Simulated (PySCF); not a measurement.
Species: 3-methylbenzoyl chloride, C8H7ClO.
Bonds: C1–C2, C2–C3 (aromatic), C3–C4 (aromatic), C4–C5 (aromatic), C5–C6 (aromatic), C6–C7, C7–O8 (double), C7–Cl9, C6–C10 (aromatic), C2–C10 (aromatic). Hydrogens: H11, H12, H13 on C1; H14 on C3; H15 on C4; H16 on C5; H17 on C10.

The same species was optimised twice, with GFN2-xTB and with PBE0-D3(BJ)/def2-SVP (PySCF), and the same property calculations (PySCF, gas phase) were run on both structures.

| coordinate | GFN2-xTB | PBE0-D3(BJ)/def2-SVP | change |
| --- | --- | --- | --- |
| C6–C7 (Å) | 1.462 | 1.482 | +0.020 |
| C7–Cl9 (Å) | 1.777 | 1.792 | +0.015 |
| C2–C3 (Å) | 1.392 | 1.402 | +0.010 |
| C2–C10 (Å) | 1.385 | 1.395 | +0.010 |
| C4–C5 (Å) | 1.382 | 1.391 | +0.009 |
| C3–C4 (Å) | 1.385 | 1.393 | +0.008 |
| C5–C6 (Å) | 1.394 | 1.398 | +0.004 |
| C6–C10 (Å) | 1.398 | 1.402 | +0.004 |
| C1–C2 (Å) | 1.497 | 1.501 | +0.004 |
| C7=O8 (Å) | 1.190 | 1.187 | -0.003 |
| C6–C7–O8 (°) | 127.2 | 125.7 | -1.5 |
| O8–C7–Cl9 (°) | 118.4 | 119.4 | +1.0 |
| C3–C2–C10 (°) | 118.5 | 117.9 | -0.6 |
| C5–C6–C10 (°) | 119.6 | 120.1 | +0.5 |
| C6–C7–Cl9 (°) | 114.5 | 114.9 | +0.4 |
| C1–C2–C10 (°) | 120.4 | 120.8 | +0.4 |
| C2–C3–C4 (°) | 120.9 | 121.3 | +0.4 |
| C5–C6–C7 (°) | 123.9 | 123.6 | -0.3 |
| C5–C6–C7–O8 (°) | 180 | 180 | 0 |

Rotational constants: A = 2505, B = 705.5, C = 552.4 MHz (GFN2-xTB) against A = 2481, B = 695.0, C = 544.8 MHz (PBE0-D3(BJ)/def2-SVP).

On the GFN2-xTB structure: HOMO (eV) -7.71 [PBE0/pcSseg-1]; LUMO (eV) -2.16 [PBE0/pcSseg-1]; dipole (D) 4.33 [PBE0/pcSseg-1]; GIAO shielding of C1 (ppm) 163.3 [PBE0/pcSseg-1]; GIAO shielding of C2 (ppm) 42.4 [PBE0/pcSseg-1]; GIAO shielding of C3 (ppm) 44.7 [PBE0/pcSseg-1]; GIAO shielding of C4 (ppm) 52.6 [PBE0/pcSseg-1]; GIAO shielding of C5 (ppm) 48.6 [PBE0/pcSseg-1]; GIAO shielding of C6 (ppm) 50.7 [PBE0/pcSseg-1]; GIAO shielding of C7 (ppm) 9.9 [PBE0/pcSseg-1]; GIAO shielding of O8 (ppm) -225.3 [PBE0/pcSseg-1].

What do these properties become on the PBE0-D3(BJ)/def2-SVP structure?

| property | level | on GFN2-xTB | on PBE0-D3(BJ)/def2-SVP | change |
| --- | --- | --- | --- | --- |
| HOMO (eV) | PBE0/pcSseg-1 | -7.71 | -7.68 | +0.03 |
| LUMO (eV) | PBE0/pcSseg-1 | -2.16 | -2.14 | +0.02 |
| dipole (D) | PBE0/pcSseg-1 | 4.33 | 4.23 | -0.10 |
| energy, GFN2-xTB geometry as zero (kcal/mol) | PBE0/pcSseg-1 | 0.0 | -0.5 | -0.5 |
| GIAO shielding of C1 (ppm) | PBE0/pcSseg-1 | 163.3 | 161.5 | -1.8 |
| GIAO shielding of C2 (ppm) | PBE0/pcSseg-1 | 42.4 | 40.5 | -1.9 |
| GIAO shielding of C3 (ppm) | PBE0/pcSseg-1 | 44.7 | 42.4 | -2.3 |
| GIAO shielding of C4 (ppm) | PBE0/pcSseg-1 | 52.6 | 50.6 | -2.0 |
| GIAO shielding of C5 (ppm) | PBE0/pcSseg-1 | 48.6 | 47.4 | -1.2 |
| GIAO shielding of C6 (ppm) | PBE0/pcSseg-1 | 50.7 | 48.0 | -2.7 |
| GIAO shielding of C7 (ppm) | PBE0/pcSseg-1 | 9.9 | 9.3 | -0.6 |
| GIAO shielding of O8 (ppm) | PBE0/pcSseg-1 | -225.3 | -222.9 | +2.4 |

The heavy atoms differ by 0.017 Å rms after alignment. Among bonds between heavy atoms C6–C7 changes most (+0.020 Å). Changes are differences of the printed values. Neither structure is proved a minimum here.

Shape of the structure used: `[CH3:1][c:2]1[cH:3][cH:4][cH:5][c:6]([C:7](=[O:8])[Cl:9])[cH:10]1`: C5–C6–C7–O8 180°.
